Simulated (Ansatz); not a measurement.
Start from `C[N](C)[Al]([N](C)C)[N](C)C` and change one element to get `C[N](C)[Ga]([N](C)C)[N](C)C`.

Ansatz, PBE0-D4/def2-TZVP geometries, multiplicity 1. Each molecule was computed in one conformer, which needn't be the lowest.

Scalar relativity is left out up to krypton.

```tsv
property	`C[N](C)[Al]([N](C)C)[N](C)C`
HOMO–LUMO gap (PBE0/def2-TZVPP) / eV	6.24
size of the dipole moment (B3LYP/def2-TZVPP) / D	0.00
HOMO energy (PBE/def2-TZVPP) / eV	-4.64
LUMO energy (B3LYP/def2-TZVPP) / eV	0.08
size of the dipole moment (PBE/def2-TZVPP) / D	0.00
HOMO energy (B3LYP/def2-TZVPP) / eV	-5.69
```

**Question.** Give the same properties after the change, and the shifts. (Estimate.)

**Answer.** Ansatz gave: 
| property | `C[N](C)[Ga]([N](C)C)[N](C)C` | shift |
| --- | --- | --- |
| HOMO–LUMO gap (PBE0/def2-TZVPP) / eV | 6.21 | -0.03 |
| size of the dipole moment (B3LYP/def2-TZVPP) / D | 0.00 | 0.00 |
| HOMO energy (PBE/def2-TZVPP) / eV | -4.49 | 0.15 |
| LUMO energy (B3LYP/def2-TZVPP) / eV | 0.18 | 0.10 |
| size of the dipole moment (PBE/def2-TZVPP) / D | 0.00 | 0.00 |
| HOMO energy (B3LYP/def2-TZVPP) / eV | -5.55 | 0.14 |

B3LYP here is the variant with VWN-RPA as its local correlation; programs differ in this.
